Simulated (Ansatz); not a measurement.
Stepwise reaction of `[F][Ga]([F])[SH]` with hydrogen, as a gas-phase model of exchange steps in deposition or etching. ΔE in kJ/mol; ΔG adds harmonic PBE0-D4 terms to CCSD(T)/CBS, at 1 bar.

Computed with Ansatz on PBE0-D4/def2-TZVP structures; ΔE is electronic, products minus reactants. CCSD(T)/CBS adds triple-zeta CCSD(T) − MP2 to the extrapolated MP2 energy (def2 sets, frozen cores). This one scheme is used for every species. DFT in def2-TZVPP. B3LYP here is the variant with VWN-RPA as its local correlation; programs differ in this. For Ga outer-core shells are correlated without core-valence functions, which leaves a few kJ/mol of doubt a bond. Scalar relativity is left out up to krypton. Each species was taken in one conformer, which may not be the lowest.

| step | reaction | PBE-D4 | B3LYP-D4 | ωB97M-V | CCSD(T)/CBS | ΔG(500 K) |
| --- | --- | --- | --- | --- | --- | --- |
| 2 | `[F][GaH][SH]` + H₂ → `[SH][GaH2]` + H–F | 72.4 | 75.8 | 73.2 | 68.7 | 68.5 |

Question: Give the row of step 1, `[F][Ga]([F])[SH]` + H₂ → `[F][GaH][SH]` + H–F. (Best estimate.)

Answer: The calculation gave: 
| step | reaction | PBE-D4 | B3LYP-D4 | ωB97M-V | CCSD(T)/CBS | ΔG(500 K) |
| --- | --- | --- | --- | --- | --- | --- |
| 1 | `[F][Ga]([F])[SH]` + H₂ → `[F][GaH][SH]` + H–F | 50.5 | 54.2 | 52.0 | 49.1 | 48.6 |

Question: By hand: ΔE of the 2 steps together at CCSD(T)/CBS.

Answer: (49.1) + (68.7) = 117.8 kJ/mol, or 58.9 kJ/mol a step.

In ΔE each step is higher than the one before. All are uphill at CCSD(T)/CBS. ΔG lies between 48.6 and 68.5 kJ/mol a step. PBE-D4 differs from CCSD(T)/CBS by 1.4 to 3.7 kJ/mol a step. Isolated molecules leave out the surface, adducts and barriers. Largest T1 diagnostic: 0.014.
